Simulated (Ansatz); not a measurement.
The same bond dissociation along the group B, Al, Ga.

Gas-phase electronic energies from Ansatz, PBE0-D4/def2-TZVP geometries. CCSD(T)/CBS adds triple-zeta CCSD(T) − MP2 to the extrapolated MP2 energy (def2 sets, frozen cores). This one scheme is used for every species, atoms too. DFT in def2-TZVPP. No spin–orbit coupling; open shells (•) take unrestricted orbitals. Spin–orbit coupling would lower the free atoms: a little for Cl. For Br, Ga outer-core shells are correlated without core-valence functions, so the limit isn't a true one: a few kJ/mol of doubt a bond, and 10 to 20 or more in all where bonds break to atoms. Scalar relativity is left out up to krypton.

| reaction | RPA@PBE/def2-TZVPP (kJ/mol) | CCSD/CBS(def2) (kJ/mol) | ωB97X-V (kJ/mol) |
| --- | --- | --- | --- |
| `ClB(Cl)Br` → Cl• + `Cl[B]Br`• | 450 | 490 | 502 |
| `[Cl][Al]([Cl])[Br]` → Cl• + `[Cl][Al][Br]`• | 434 | 485 | 490 |
| `[Cl][Ga]([Cl])[Br]` → Cl• + `[Cl][Ga][Br]`• | 371 | 417 | 419 |

**Question.** Give the CCSD(T)/CBS values in the same order. (An estimate is asked.)

**Answer.** Computed: 501, 493, 425 kJ/mol.

Largest T1 diagnostic: 0.013, for `Cl[B]Br`•.
